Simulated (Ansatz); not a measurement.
A structure relaxed at PBE0-D4/def2-TZVP, charge 0, multiplicity 1:

```xyz
7

C     1.063    0.228   -0.732
N     0.059    0.027   -0.036
B    -1.046   -0.253    0.722
F    -1.803    0.741    1.203
H     1.004    0.296   -1.825
H     2.058    0.350   -0.288
H    -1.335   -1.388    0.958
```

**Question.** Give its formula and SMILES.

**Answer.** CH3BFN, `C=NBF`.

**Question.** Point group (tolerance 0.08 Å, 0.16 Å for H)?

**Answer.** Cs.

**Question.** Summarise the bond lengths by kind.

**Answer.** 1 × C–N 1.238 Å; 2 × C–H 1.096 Å; 1 × B–N 1.369 Å; 1 × B–F 1.338 Å; 1 × B–H 1.196 Å.

Results of the Gaussian-basis code of Ansatz.
